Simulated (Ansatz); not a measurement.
`[CH3][Ga-]([NH3+])([Cl])[Cl]`, relaxed with RKS PBE0-D4/def2-TZVP in Ansatz from a PBE-D4/def2-SVP geometry. The force threshold is 0.005 eV/Å; the program also tests the step.

Charge 0, multiplicity 1.

Start:

```xyz
11

C     0.768   -0.521   -1.517
Ga    0.440    0.675    0.010
N    -1.056   -0.229    1.236
Cl    1.942    0.838    1.616
Cl   -0.676    2.552   -0.294
H     1.534   -0.068   -2.177
H     1.144   -1.506   -1.175
H    -0.156   -0.666   -2.110
H    -1.207    0.413    2.028
H    -1.959   -0.349    0.757
H    -0.773   -1.139    1.628
```

Problem. By how much does the energy fall, and how many steps does the optimiser take? (Best estimate.)

Solution. Computed: 0.92 kcal/mol, in 4 steps.

Problem. Which bonds change most? (Best estimate.)

Solution. Ansatz gave: Ga2–N3 from 2.135 to 2.103 Å; Ga2–Cl5 from 2.206 to 2.187 Å; Ga2–Cl4 from 2.205 to 2.187 Å; C1–H6 from 1.108 to 1.091 Å.

Problem. Give the relaxed structure. (Estimate.)

Solution. Computed: 
```xyz
11

C     0.766   -0.516   -1.511
Ga    0.416    0.653    0.019
N    -1.054   -0.227    1.238
Cl    1.920    0.822    1.597
Cl   -0.673    2.523   -0.299
H     1.525   -0.064   -2.151
H     1.137   -1.488   -1.180
H    -0.138   -0.660   -2.106
H    -1.190    0.416    2.012
H    -1.943   -0.339    0.763
H    -0.765   -1.121    1.619
```
